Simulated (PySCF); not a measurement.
Gas-phase reaction: TaCl4NH2 + N2 + HCl = TaCl5 + 3 NH

Energies from PySCF, thermal terms from the rigid-rotor harmonic-oscillator model, ideal gas at 1 bar. † marks an energy on the PBE0/def2-TZVP geometry and frequencies. MP2 freezes the core. Open shells (unrestricted): NH (multiplicity 3); the rest are closed-shell singlets. B3LYP is the form with VWN-RPA correlation. Ta: scalar-relativistic def2 core potential, no spin-orbit coupling. TaCl4NH2: computed as isolated molecules; such fragments, hydroxides, amides, oligomers or adducts are transient or little studied in the gas. MP2 isn't extrapolated to the basis-set limit; its ΔH°(298 K) is 1113.3 kJ in def2-SVP and 1145.0 kJ in def2-TZVPP. The harmonic model lacks anharmonicity and excited electronic states, which grow with temperature; levels with a mode under 35 cm⁻¹ are left out. Soft modes under 120 cm⁻¹ make the harmonic entropy rough for TaCl4NH2, TaCl5.

```
level               ΔE electronic, kJ  ΔH°(298 K), kJ  ΔS°(298 K), J/K  ΔG°(800 K), kJ
------------------  -----------------  --------------  ---------------  --------------
B3LYP/def2-TZVP†                 1089            1059              160             928
BLYP/def2-TZVP†                  1114            1083              160             952
HF/def2-TZVP†                     668             638              160             507
M06-2X/def2-TZVP†                1131            1100              160             969
MP2/def2-SVP†                    1144            1113              160             982
MP2/def2-TZVPP†                  1176            1145              160            1014
PBE0/def2-QZVP†                  1081            1050              160             919
r2SCAN/def2-TZVP†                1065            1035              160             904
LDA/def2-TZVP†                   1306            1276              160            1145
ωB97M-V/def2-TZVP†               1129            1098              160             967
ωB97X-V/def2-TZVP†               1130            1099              160             968
```
ΔH° is lowest at HF/def2-TZVP† and highest at LDA/def2-TZVP†. No reference value is set beside these.
